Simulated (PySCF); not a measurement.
# ¹⁹F chemical shifts

Theoretical values (PySCF): GIAO PBE0/pcSseg-1 shieldings, structure optimised with GFN2-xTB. No solvent, relativity neglected, one averaged value for each set of equivalent atoms, a single conformation.

Shieldings were converted by a linear fit to measured shifts: ¹⁹F (scatter 6.0 ppm rms, 7.0 ppm with the 5 outliers that the fit left out vs CFCl3, solution or neat liquid, with a term for F on sp3 carbon). Occasional misses reach two or three times the rms, and more in compound classes unlike the fitted ones.

Task: Give the ¹⁹F shifts of `CC[C@@](F)(CF)C(=O)F`, `C=C1[C@@H](COC)[C@H]1OC(F)F`, `C[C@@H]1CC(=O)OC[C@H]1C(F)F`, `CC(=O)CCC(F)(F)F`.

Result: 
```csv
compound,environment,δ (ppm)
[CH3:1][CH2:2][C@@:3]([F:4])([CH2:5][F:6])[C:7](=[O:8])[F:9],F9: fluorine bonded to C,46.2
[CH3:1][CH2:2][C@@:3]([F:4])([CH2:5][F:6])[C:7](=[O:8])[F:9],F4: fluorine on an sp3 carbon,-179.8
[CH3:1][CH2:2][C@@:3]([F:4])([CH2:5][F:6])[C:7](=[O:8])[F:9],F6: fluorine on an sp3 carbon,-220.4
[CH2:1]=[C:2]1[C@@H:3]([CH2:4][O:5][CH3:6])[C@H:7]1[O:8][CH:9]([F:10])[F:11],F10: fluorine of a CF2 group,-84.9
[CH2:1]=[C:2]1[C@@H:3]([CH2:4][O:5][CH3:6])[C@H:7]1[O:8][CH:9]([F:10])[F:11],F11: fluorine of a CF2 group,-86.2
[CH3:1][C@@H:2]1[CH2:3][C:4](=[O:5])[O:6][CH2:7][C@H:8]1[CH:9]([F:10])[F:11],F11: fluorine of a CF2 group,-122.2
[CH3:1][C@@H:2]1[CH2:3][C:4](=[O:5])[O:6][CH2:7][C@H:8]1[CH:9]([F:10])[F:11],F10: fluorine of a CF2 group,-132.5
CC(=O)CCC(F)(F)F,fluorine of a CF3 group (×3),-71.4
```
